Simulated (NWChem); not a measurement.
A series in which one site is exchanged, each optimised at PBE0/def2-SVP with NWChem, gas phase unless a solvent is named. For some, no frequency run checked for a minimum. def2 effective core potentials on Sb; no spin-orbit coupling.

A: [Cl][Sb]([Cl])[Br] (SbBrCl2; site = Br)
B: [Cl][SbH][Cl] (SbHCl₂; site = H)
C: [F][Sb]([Cl])[Cl] (SbCl2F; site = F)
D: [Cl][Sb]([Cl])[Cl] (SbCl3; site = Cl)

Values for A:

```
Quantity                                              Result
----------------------------------------------------  ------
dipole (D), PBE0/def2-SVP                               2.76
orbital gap (eV), PBE0/def2-SVP                         6.20
vertical ionisation energy, ΔSCF, PBE0/def2-SVP (eV)   10.27
lowest singlet excitation, PBE0/def2-SVPD, TDA (eV)     5.01
```

### Question
How do these values change for the other members?

### Answer
```
change from A                                             B      C      D
----------------------------------------------------  -----  -----  -----
dipole (D), PBE0/def2-SVP                             +0.17  +0.50  +0.16
orbital gap (eV), PBE0/def2-SVP                       -0.14  +0.61  +0.34
vertical ionisation energy, ΔSCF, PBE0/def2-SVP (eV)  -0.25  +0.61  +0.23
lowest singlet excitation, PBE0/def2-SVPD, TDA (eV)   -0.27  +0.75  +0.47
```
